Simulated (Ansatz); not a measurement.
Cost and result for the atomization energy of BrGeHS (`[SH][Ge][Br]`) (4 atoms, 3 bonds).

Charge 0, multiplicity 1. Correlated methods include outer-core shells of Br, Ge, which these sets cover unevenly. Scalar relativity is left out up to krypton. Geometry: relaxed with PBE0-D4/def2-TZVP. It is one conformer, not always the lowest. Program: Ansatz. All runs use 2 threads of a server CPU on a shared host. Times are those of one run each, without the atoms' runs, and a repeat can differ threefold. Electronic energies, without spin–orbit coupling; frozen cores. CCSD(T)/CBS adds CCSD(T) − MP2 in def2-TZVPP to the MP2 limit, and its time is that of the two runs behind it. T1 = 0.012. With those shells the extrapolation isn't a true limit. HSE06 is the plane-wave form, built on full-range PBE exchange.

CCSD(T)/CBS is a level of theory with its own doubt, some kJ/mol a heavy atom from the limit and from the frozen cores, so smaller differences don't rank the functionals.

```tsv
level	functions	atomization (kJ/mol)	difference from CCSD(T)/CBS	per bond
B97M-V/def2-TZVPP	152	1076.9	10.7	3.5
r2SCAN-D4/def2-TZVPP (with forces)	152	1074.3	8.1	2.7
CCSD(T)/def2-SVP	87	939.6	-126.6	-42.2
ωB97M-V/def2-TZVPP (with forces)	152	1053.6	-12.6	-4.2
HSE06-D4/def2-TZVPP	152	1060.3	-5.9	-2.0
CCSD(T)/def2-TZVPP	152	1015.8	-50.4	-16.8
revPBE-D4/def2-TZVPP	152	1062.1	-4.1	-1.4
B2PLYP/def2-TZVPP	152	1032.9	-33.3	-11.1
MP2/def2-QZVPP	278	1066.9	0.7	0.2
CAM-B3LYP-D4/def2-TZVPP	152	1034.9	-31.3	-10.4
LDA (SPW92)/def2-TZVPP	152	1253.2	187.0	62.3
CCSD(T)/CBS(def2)	–	1066.2	0.0	0.0
r2SCANh-D4/def2-TZVPP	152	1060.3	-5.9	-2.0
```

Order the runs by time, with rough figures. (Estimate.)

Ansatz gave: LDA (SPW92)/def2-TZVPP 1.2 s; revPBE-D4/def2-TZVPP 2.4 s; HSE06-D4/def2-TZVPP 4.1 s; CAM-B3LYP-D4/def2-TZVPP 4.1 s; CCSD(T)/def2-SVP 4.6 s; r2SCAN-D4/def2-TZVPP (with forces) 6.5 s; B2PLYP/def2-TZVPP 6.5 s; r2SCANh-D4/def2-TZVPP 7 s; B97M-V/def2-TZVPP 11 s; ωB97M-V/def2-TZVPP (with forces) 14 s; MP2/def2-QZVPP 85 s; CCSD(T)/def2-TZVPP 110 s; CCSD(T)/CBS(def2) 3.3 min.

From PBE to PBE0 (25 % exact exchange), in def2-TZVPP and without D4, the atomization energy moves by −34.0 kJ/mol: exact exchange takes away binding that semilocal exchange gives to molecules. The D4 term adds +21.5 kJ/mol with B3LYP and +10.9 kJ/mol with PBE0; it sums over pairs of atoms, weighted by their polarisabilities, and B3LYP, whose exchange is more repulsive, gets the larger term. At CCSD(T), def2-SVP lies −126.6 kJ/mol from the extrapolated value and def2-TZVPP −50.4 kJ/mol: correlation converges slowly with the basis, and small sets miss more of it in the bonded molecule than in its fragments.

B3LYP here is the variant with VWN-RPA as its local correlation; programs differ in this.
